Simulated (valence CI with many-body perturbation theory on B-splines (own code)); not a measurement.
## Questions on Hg47+

Calculated by relativistic CI+MBPT: five valence electrons over a frozen Dirac-Fock core [Ar] 3d10, radial functions for each j: 11 s, 11 p, 10 d, 8 f, 5 g, 2 h, with the one-electron correlation potential Σ1, the two-electron term Σ2, the three-electron term Σ3, Breit, model QED; selected CI, second order for the rest, scaled by the run's own slope (own B-spline code, finite nucleus).

No measured spectrum was set against this ion. As an estimate, large intervals hold to a few tenths of a per cent, small ones and those within an open d or f shell to about a per cent. Among the levels kept, up to 2000 cm⁻¹ of a level comes from second order outside the variational space, and about a tenth of that is noise between levels of different J, which matters for small intervals.

Levels are named by their leading jj configuration (3d3/2^4 stands for four electrons in 3d with j = 3/2), which in mixed levels can hold well under half, so a name can repeat and another be missing.

Rates and lifetimes use the calculated energies. Strong lines usually hold to 10 to 20 %, long lifetimes can be off by a factor of two.

Question: What is the ground level?

Answer: (4s^2 4p1/2^2 4p3/2) J=3/2, composition 47 % 4s2 4p3 2P° + 27 % 4s2 4p3 2D° + 25 % 4s2 4p3 4S°, g = 1.353.

Question: Name the longest-lived excited levels whose lifetime is computed, and their main decay.

Answer: (4s^2 4p1/2 4p3/2 4d5/2) J=9/2 at 350.15 eV lives 1.35 μs, mostly by E2 to (4s^2 4p1/2^2 4d5/2) J=5/2; (4s^2 4p1/2 4p3/2^2) J=5/2 at 144.12 eV lives 175 ns, mostly by M1 to (4s^2 4p1/2^2 4p3/2) J=3/2; (4s^2 4p1/2 4p3/2^2) J=1/2 at 151.83 eV lives 60.7 ns, mostly by M1 to (4s^2 4p1/2^2 4p3/2) J=3/2.

Question: How well does LS coupling describe the low levels?

Answer: Among the lowest 20 levels the leading LS term, summed over configurations, holds 54 % on average. For single configurations the figures are 53 % in LS and 96 % in jj coupling. Terms mix most in the J = 5/2 level at 213.05 eV, where the leading one holds 32 %.

Question: Where does the other parity begin?

Answer: At (4s^2 4p1/2^2 4d3/2) J=3/2, 175.60 eV.

Question: Among levels below 689.81 eV, which E1 lines absorb most strongly from the ground level?

Answer: to (4s^2 4p1/2 4p3/2 4d3/2) J=5/2 at 3.698 nm, f = 0.763; to (4s^2 4p1/2 4p3/2 4d3/2) J=3/2 at 3.679 nm, f = 0.657; to (4s 4p1/2^2 4p3/2^2) J=3/2 at 4.575 nm, f = 0.276.
